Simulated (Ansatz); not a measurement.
Start from `C/C=C\BCl` and change one atom or group to get `C/C=C\C[SiH3]`.

Ansatz, PBE0-D4/def2-TZVP geometries, multiplicity 1. Each molecule was computed in one conformer, which needn't be the lowest.

| property | `C/C=C\BCl` |
| --- | --- |
| HOMO–LUMO gap (PBE0/def2-TZVPP) / eV | 6.04 |
| HOMO–LUMO gap (PBE/def2-TZVPP) / eV | 4.02 |
| LUMO energy (PBE/def2-TZVPP) / eV | -2.83 |
| LUMO energy (ωB97M-V/def2-TZVPP) / eV | 0.10 |
| HOMO energy (PBE0/def2-TZVPP) / eV | -7.96 |
| HOMO energy (ωB97M-V/def2-TZVPP) / eV | -10.11 |

Problem. What does the change do to each property? (Best estimate.)

Solution. Ansatz gave: 
```csv
property,`C/C=C\C[SiH3]`,shift
HOMO–LUMO gap (PBE0/def2-TZVPP) / eV,7.18,1.14
HOMO–LUMO gap (PBE/def2-TZVPP) / eV,5.12,1.10
LUMO energy (PBE/def2-TZVPP) / eV,-0.58,2.25
LUMO energy (ωB97M-V/def2-TZVPP) / eV,2.19,2.09
HOMO energy (PBE0/def2-TZVPP) / eV,-6.78,1.18
HOMO energy (ωB97M-V/def2-TZVPP) / eV,-8.96,1.15
```

With PBE0 the HOMO rises by 1.18 eV and the LUMO rises by 2.33 eV, so the gap widens by about 1.15 eV. PBE moves the HOMO by 1.14 eV and ωB97M-V by 1.15 eV.
